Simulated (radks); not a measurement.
Problem. The mean radii <r> (bohr) of the occupied orbitals of an atom or ion are listed with their occupations. All-electron calculation, Dirac Kohn-Sham, LB94 model potential, spin-unpolarised, spherical densities, finite nucleus; Fermi nuclear charge, rms radius of each element as measured or else 0.836 A^(1/3) + 0.57 fm. Program: a radial shooting solver on a logarithmic mesh with Libxc functionals.

| orbital | occ. | <r> |
|---|---|---|
| 1s1/2 | 2 | 0.01999 |
| 2s1/2 | 2 | 0.08383 |
| 2p1/2 | 2 | 0.06962 |
| 2p3/2 | 4 | 0.07692 |
| 3s1/2 | 2 | 0.2132 |
| 3p1/2 | 2 | 0.2021 |
| 3p3/2 | 4 | 0.2145 |
| 3d3/2 | 4 | 0.1865 |
| 3d5/2 | 3 | 0.1903 |

Name the element and its charge. Open shells, if any, fill j = l - 1/2 first.

Solution. Z = 69, thulium, charge +44: Tm44+ in [Ar] 3d7. The 1s radius gives Z: for a bare nucleus <r> = (2 gamma + 1)/(2Z) with gamma = sqrt(1 - (Z/c)^2), 0.01977 bohr for Z = 69, and screening makes it slightly larger (0.01999 here). The occupations add up to 25, and the charge is Z minus that.
